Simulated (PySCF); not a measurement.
The dipole of `[GeH3][O]c1ccsc1` from its density and from atomic charges.

Coordinates (PBE0-D3(BJ)/def2-SVP, Å) and charges (e) from the PBE0/pcSseg-1 density (PySCF):

```
atom       x       y       z  Mulliken      IAO  Hirshfeld  ESP-fitted
 Ge1   2.077   0.487   0.047   +0.4729  +0.7097    +0.4046     +0.4239
  O2   0.467   1.284  -0.067   -0.6911  -0.5459    -0.2158     -0.4159
  C3  -0.693   0.612   0.035   +0.2675  +0.1833    +0.0430     +0.4496
  C4  -1.939   1.310  -0.063   -0.0671  -0.2034    -0.0873     -0.3023
  C5  -3.013   0.474   0.062   -0.2743  -0.3152    -0.0839     -0.2729
  S6  -2.535  -1.158   0.299   +0.2547  +0.3446    +0.0867     +0.0675
  C7  -0.866  -0.740   0.233   -0.3629  -0.4227    -0.1331     -0.4729
  H8   2.190  -0.544  -1.089   -0.0014  -0.0911    -0.0598     -0.0635
  H9   2.187  -0.193   1.423   -0.0014  -0.0912    -0.0599     -0.0644
 H10   3.054   1.653  -0.115   +0.0087  -0.0718    -0.0506     -0.0264
 H11  -2.000   2.387  -0.220   +0.1050  +0.1673    +0.0566     +0.1909
 H12  -4.070   0.734   0.028   +0.1380  +0.1730    +0.0571     +0.2343
 H13  -0.106  -1.512   0.343   +0.1515  +0.1634    +0.0423     +0.2522
```

Q: What dipole does each set of charges give (1 e·Å = 4.803 D), and what does the density give?

A: The full density gives (1.46, -0.26, 0.04) D, 1.49 D in size; dipole vectors point from the negative to the positive end.

```csv
scheme,μx,μy,μz,size (D),share of the full size (%),angle to the full dipole (°)
Mulliken,1.59,-2.88,0.42,3.32,223,51
IAO,1.22,-2.49,0.36,2.79,188,54
Hirshfeld,1.25,-0.65,0.09,1.42,95,18
ESP-fitted,1.43,-0.27,0.03,1.46,98,1
```

Q: Which set comes closest?

A: Length of the difference vector: ESP-fitted 0.03 D, Hirshfeld 0.45 D, IAO 2.26 D, Mulliken 2.65 D. Closest: ESP-fitted. The schemes that divide the density aren't constrained to reproduce the dipole.

Q: What is left for the Hirshfeld atoms' own dipoles?

A: The Hirshfeld atoms' densities add up to the full density, so μ = Σ q r + Σ (atomic dipoles). The atomic dipoles sum to (1.46, -0.26, 0.04) − (1.25, -0.65, 0.09) = (0.21, 0.39, -0.05) D, 0.45 D in size.

Q: With the origin at the mean of the coordinates, (-0.404, 0.369, 0.070) Å, which are the largest single terms, by size, of the ESP-fitted dipole along the direction of the full one?

A: Ge1 +4.93, H12 -4.13, C5 +3.39, C4 +2.44, H11 -1.77 D; all 13 atoms together +1.46 D. The single terms depend on the origin, their sum doesn't.

Q: Give the size of the full dipole in other units.

A: 1.49 D = 0.585 au = 0.309 e·Å = 4.96 × 10⁻³⁰ C·m.

The structure is a single PBE0-D3(BJ)/def2-SVP conformer in the gas phase; no vibrational or solvent corrections. The calculation is non-relativistic, for germanium too.

The values belong to the conformer `[GeH3:1][O:2][c:3]1[cH:4][cH:5][s:6][cH:7]1`: Ge1–O2–C3–C4 180°.
